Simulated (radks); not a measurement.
Values are calculated unless marked as measured or tabulated.
The carbon anion C4-, [Ne], held by a Watson sphere: a shell of charge +4 at radius R that stands for the Madelung well of a crystal (potential energy -4/R inside, -4/r outside, in hartree with lengths in bohr). Code: a radial shooting solver on a logarithmic mesh with Libxc functionals. Model: non-relativistic Kohn-Sham, PBE, spin-unpolarised, spherical densities, point nucleus. Response by self-consistent Sternheimer equations with the Hartree and adiabatic LDA kernel. The sphere does not respond.

R (bohr)  e(1s) (eV)  e(2s) (eV)  e(2p) (eV)  <r> 2p (bohr)  sum of <r^2> (bohr^2)  X-ray form factor at sin(theta)/lambda = 0.3 1/angstrom  alpha (bohr^3)
1.83         -265.18     -16.916      -8.206          1.878                  32.84                                                    2.655           20.20
2.06         -265.93     -15.732      -7.453          2.012                  37.36                                                    2.509           26.51
2.09         -266.03     -15.588      -7.361          2.029                  37.97                                                    2.495           27.44
2.2          -266.37     -15.078      -7.035          2.092                  40.23                                                    2.452           31.12
2.62         -267.44     -13.427      -5.955          2.333                  49.36                                                    2.382           49.47
2.74         -267.68     -13.037      -5.689          2.402                  52.13                                                    2.380           56.23
3.08         -268.21     -12.108      -5.030          2.600                  60.42                                                    2.394           79.96
3.56         -268.67     -11.179      -4.308          2.887                  73.38                                                    2.428           127.5
